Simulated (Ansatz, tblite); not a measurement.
Cost and result up the ladder for Sn(OMe)H3 (CH6OSn) (9 atoms). Total charge 0; singlet. Geometry: r2SCAN-D4/def2-TZVP.

```xyz
9

Sn   -0.402    0.167    1.395
O    -0.290    0.765   -0.483
C     0.361   -0.084   -1.407
H     1.416   -0.260   -1.146
H     0.335    0.399   -2.388
H    -0.134   -1.062   -1.500
H    -1.242   -1.322    1.404
H    -1.243    1.426    2.163
H     1.199   -0.030    1.962
```

Ansatz on 4 threads of Intel Xeon on a shared host; xTB runs through tblite on one thread. Times are rough, summed over both states, and most runs start from the orbitals of an earlier one. PBE0-D4/def2-TZVP serves as the yardstick here, not as an exact answer. The other state is a doublet.

In the def2 sets Sn takes a core potential; there is no spin–orbit coupling. The xTB rows come from tblite.

Raw xTB energies of ions are shifted by several eV.

| level | functions | wall time |
| --- | --- | --- |
| GFN2-xTB | 23 | 0.037 s |
| GFN1-xTB | 29 | 0.046 s |
| PBE-D4/def2-TZVP | 148 | 11 s |
| PBE0-D4/def2-TZVP (with forces) | 148 | 13 s |
| r2SCAN-D4/def2-TZVP | 148 | 17 s |

Question: Estimate what each level gives for the vertical IE (eV).

Answer: 
```tsv
level	vertical IE (eV)	difference from PBE0-D4/def2-TZVP (eV)
GFN2-xTB	14.42	4.79
GFN1-xTB	15.33	5.70
PBE-D4/def2-TZVP	9.42	-0.20
PBE0-D4/def2-TZVP (with forces)	9.63	0.00
r2SCAN-D4/def2-TZVP	9.49	-0.13
```
